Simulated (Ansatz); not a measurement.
Basis sets compared for Ti2S3. Charge 0, multiplicity 1. Geometry PBE-D4/def2-SVP. Ansatz on 4 threads of Intel Xeon on a shared host; times are rough, and most runs start from earlier orbitals.

```xyz
5

Ti   -0.3003    1.1812    0.0614
Ti   -0.0429   -0.7608   -0.9532
S    -2.1596    0.0261   -0.5984
S     1.9470    0.2265    0.0610
S     0.5558   -0.6730    1.4292
```

Another isomer (singlet) lies 2.50 eV lower at PBE0-D4/def2-TZVP; other spin states weren't run for this one.

Binding counts from free atoms (Ti triplet, S triplet) in the same basis, without a counterpoise term.

```tsv
level	functions	energy (Eh)	HOMO (eV)	LUMO (eV)	binding per atom (eV)	wall time
PBE-D4/def2-SVP	116	-2892.1164	-3.49	-2.83	3.98	5.5 s
PBE0-D4/def2-SVP	116	-2892.2044	-4.43	-1.81	3.40	9 s
```

Estimate the rows for PBE-D4/def2-TZVP (with forces), PBE0-D4/def2-TZVP.


| level | functions | energy (Eh) | HOMO (eV) | LUMO (eV) | binding per atom (eV) | wall time |
| --- | --- | --- | --- | --- | --- | --- |
| PBE-D4/def2-TZVP (with forces) | 201 | -2892.7614 | -3.76 | -3.11 | – | 10 s |
| PBE0-D4/def2-TZVP | 201 | -2892.8423 | -4.64 | -2.09 | 3.46 | 14 s |
